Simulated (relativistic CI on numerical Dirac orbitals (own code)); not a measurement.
**What each ingredient does to the levels of Ru XXXI**

Base calculation: Dirac-Coulomb-Breit CI, KLI orbitals optimised for each configuration, model QED, unscaled Slater integrals.

Configurations in the expansion (outside the closed core [Ne]): 3s2.3p2, 3s.3p3, 3s2.3p.3d, 3p4, 3s.3p2.3d, 3p3.3d, 3s.3p.3d2, 3s2.3d.4p, 3p3.4s, 3s.3p.3d.4s, 3p3.4p, 3s2.3p.4s, 3s2.3p.4p, 3p2.3d.4p, 3s2.3p.4d, 3s.3p2.4s, 3s2.3p.4f, 3s.3p2.4p, 3s.3p2.4d, 3s.3p2.4f, 3s2.3p.5s, 3s2.3p.5p, 3s2.4s.4p, 3s2.3p.5d, 3s2.3p.5f, 3s2.3p.5g, 3s.3p.4s2, 3s.3p2.5s, 3s2.3d2, 3s.3d3, 3p2.3d2, 3p.3d3, 3p.3d2.4s, 3p.3d2.4p, 3p.3d2.4d, 3s2.3d.4s, 3s.3d2.4s, 3s.3p.3d.4p, 3s.3d2.4p, 3s.3d.4s.4p, 3s.3d.4p2, 3s.3d.4p.4d, 3p2.3d.4s, 3p.3d.4s2, 3p.3d.4s.4p, 3p.3d.4s.4d, 3s2.4s2, 3s.3d.4s2, 3s2.4p2, 3s.3p.4s.4p, 3s.4s2.4p, 3s.4s.4p2, 3s.4s.4p.4d. Double excitations out of closed p, d and f shells are left out; levels of such configurations are missing from the list, as are those of other unlisted configurations, and high levels can miss mixing partners. These lack a partner that the ground configuration has and come out too high: 3s.3p2.4d, 3s.3p2.4f, 3s.3p2.5s, 3s2.3p.4f, 3s2.3p.5s.

The lowest level and the first level of each name with at least 55 % of one term (blank where a level has no safe partner in the second run):

```tsv
Level	Base (cm⁻¹)	Shift (cm⁻¹)
3s2.3p2 3P_0	0	0
3s2.3p2 3P_1	206367	+28
3s2.3p2 1S_0	571734	+60
3s.3p3 5S°_2	788010	+452
3s.3p3 3D°_3	1053087	+376
3s.3p3 3P°_0	1139365	+431
3s.3p3 3P°_1	1162260	+408
3s2.3p.3d 3F°_3	1246783	-111
3s2.3p.3d 3F°_4	1426033	-139
3s2.3p.3d 3D°_3	1493939	-89
3s2.3p.3d 3P°_0	1494100	-45
3s2.3p.3d 1F°_3	1609564	-128
3s2.3p.3d 1P°_1	1674734	+39
3s.3p2.3d 5F_1	1702770	+424
```

At this charge energies of transitions that change n are usually good to better than 1 %, and those within a shell (Δn = 0) to a few per cent.

(1) One thing was changed in a second run, which moved the levels as shown. Which?
A. Breit term removed
B. one mean potential for all configurations
C. configuration mixing switched off
D. QED terms removed

Answers

(1) B. One mean potential for all configurations. One potential for all configurations removes the relaxation of the orbitals, which moves whole configurations and changes the integrals a little.

LS names give the leading component of a level, which can be under half, so a name can repeat, a term be missing and a line seem to break the LS rules.
